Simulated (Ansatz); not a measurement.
Start from `[SiH3][SiH2]O[SiH2]S` and change one atom or group to get `F[SiH2]O[SiH2][SiH3]`.

Ansatz, PBE0-D4/def2-TZVP geometries, multiplicity 1. Each molecule was computed in one conformer, which needn't be the lowest.

```csv
property,`[SiH3][SiH2]O[SiH2]S`
LUMO energy (PBE0/def2-TZVPP) / eV,-0.54
LUMO energy (B3LYP/def2-TZVPP) / eV,-0.70
size of the dipole moment (B3LYP/def2-TZVPP) / D,0.64
HOMO–LUMO gap (ωB97M-V/def2-TZVPP) / eV,11.19
HOMO energy (PBE/def2-TZVPP) / eV,-6.56
HOMO–LUMO gap (PBE0/def2-TZVPP) / eV,7.25
```

Give the same properties after the change, and the shifts. (Estimate.)

Computed: 
```csv
property,`F[SiH2]O[SiH2][SiH3]`,shift
LUMO energy (PBE0/def2-TZVPP) / eV,-0.58,-0.04
LUMO energy (B3LYP/def2-TZVPP) / eV,-0.74,-0.04
size of the dipole moment (B3LYP/def2-TZVPP) / D,1.22,0.58
HOMO–LUMO gap (ωB97M-V/def2-TZVPP) / eV,11.38,0.19
HOMO energy (PBE/def2-TZVPP) / eV,-6.94,-0.38
HOMO–LUMO gap (PBE0/def2-TZVPP) / eV,7.55,0.30
```

Dipoles are sizes alone; their direction can turn.

B3LYP here is the variant with VWN-RPA as its local correlation; programs differ in this.
